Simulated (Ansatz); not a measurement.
Input for Ansatz (a program for electronic structure): U-PBE/cc-pV(T+d)Z on C2H5Al (SMILES C=[CH][AlH2]), a point of a bond scan (R = 1.196 Å). Files ending in .json are basis or fitting sets from the Basis Set Exchange.

Ansatz 0.2 input:
```yaml
crystal:
  periodic: [false, false, false]
  atoms:
    - {symbol: Al, position_ang: [-0.13640480, 0.16293037, 1.16257739]}
    - {symbol: H, position_ang: [-0.81514489, 1.59101670, 1.21761631]}
    - {symbol: H, position_ang: [0.17826312, -0.64444815, 2.48571591]}
    - {symbol: C, position_ang: [0.29151772, -0.55237827, -0.58963342]}
    - {symbol: C, position_ang: [0.01802875, 0.14494252, -1.69877918]}
    - {symbol: H, position_ang: [0.75944852, -1.52587481, -0.73005893]}
    - {symbol: H, position_ang: [0.26405750, -0.25637980, -2.79840527]}
    - {symbol: H, position_ang: [-0.44827436, 1.12572183, -1.65786457]}
basis:
  gaussian:
    orbitals: cc-pV_T+d_Z.json
hamiltonian:
  xc: {name: PBE}
magnetization: {spin_polarized: true, initial_magnetization: 0}
```

Program output:

```
WARN ansatz: RAYON_NUM_THREADS=1 ignored (pool sized by the plan → 1); use --threads N
Functional definition: PBE
integrals: 0.06 GiB planned
914 factors; their error is unknown
mean field: 0.69 GiB planned
mean field evaluation 1: about -8735.8410 eV, gradient 4.3e1 eV
mean field evaluation 2: about -8699.6657 eV, gradient 8.0e1 eV
mean field evaluation 4: about -8744.1073 eV, gradient 1.4e1 eV
mean field evaluation 8: about -8745.1572 eV, gradient 2.5e-1 eV
mean field evaluation 16: about -8745.1403 eV, gradient 2.8e-4 eV
mean field -8745.14028829 eV, -321.3779779256 hartree, gradient 2.1e-5 eV, S^2 0.000000; 0 other end points of the search recorded, 0 dependent functions left out
reference -8745.14033414 eV, -321.3779796106 hartree; 15, 15 occupied and 154, 154 virtual orbitals, 914 factors
Total energy: -8745.14033414 eV, -321.3779796106 hartree
```

The calculation finished and met its thresholds.

Cost: around 2.7 core-seconds (rough).
